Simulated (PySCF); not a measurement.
C2H10N2Si2, SMILES N[Si@@H]1C[SiH2]CN1. Coordinates come from a PBE0-D3(BJ)/def2-SVP optimisation. The structure was generated by enumeration; whether it is a known compound was not checked. Other conformers were not sampled.

Computed equilibrium geometry at PBE0-D3(BJ)/def2-SVP (PySCF confirms it by a frequency run) as a Z-matrix (one conformer of several):
```
Si
N 1 1.7234
H 2 1.0124 1 121.05
H 2 1.0131 3 112.22 1 -155.24
N 1 1.7369 2 108.83 3 152.08
H 5 1.0143 1 120.67 2 -54.93
C 5 1.4520 6 115.74 1 165.74
H 7 1.1045 5 111.43 6 46.61
H 7 1.1094 8 106.42 5 124.81
H 1 1.5005 2 103.32 3 27.65
C 1 1.8942 10 109.62 2 128.74
H 11 1.1007 1 111.88 10 -105.55
H 11 1.1029 12 107.54 1 -120.36
Si 11 1.8812 12 113.22 13 -122.38
H 14 1.4971 11 114.83 12 94.19
H 14 1.4974 15 108.33 7 -121.09
```
Charge 0, spin multiplicity 1.
